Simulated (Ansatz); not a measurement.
Consider the cleavage of the Ge–Al bond: `O=[CH][GeH2][AlH2]` + H₂Se → `O=[CH][GeH2][SeH]` + `[AlH3]`.

Calculated with Ansatz (gas phase, PBE0-D4/def2-TZVP geometries, no zero-point term in ΔE). CBS: MP2 limit from def2 TZ/QZ plus the TZ coupled-cluster correction, frozen cores. This one scheme is used for every species. DFT in def2-TZVPP. B3LYP here is the variant with VWN-RPA as its local correlation; programs differ in this. For Ge, Se outer-core shells are correlated without core-valence functions, which leaves a few kJ/mol of doubt a bond. Scalar relativity is left out up to krypton. One conformer a species, not always the lowest.

Is it downhill or uphill in electronic energy at CCSD(T)/CBS, and by how much? (Best estimate.)

The calculation gave: Downhill: ΔE = -25.3 kJ/mol.

What do these levels give: ωB97M-V, PBE, B3LYP, MP2/def2-TZVPP, CCSD(T)/def2-TZVPP, MP2/CBS(def2)? (Best estimate.)

Ansatz gave: ωB97M-V -28.7, PBE -15.4, B3LYP -23.7, MP2/def2-TZVPP -34.1, CCSD(T)/def2-TZVPP -25.7, MP2/CBS(def2) -33.7 kJ/mol.

Largest T1 diagnostic among the species: 0.015.

In def2-TZVPP, CCSD(T) changes the Hartree–Fock value by +12.8 kJ/mol (the triples alone add +0.5 kJ/mol) and MP2 by +4.4 kJ/mol. The D4 term adds −3.1 kJ/mol with B3LYP and −1.6 kJ/mol with PBE0; it sums over pairs of atoms, weighted by their polarisabilities, and B3LYP, whose exchange is more repulsive, gets the larger term.
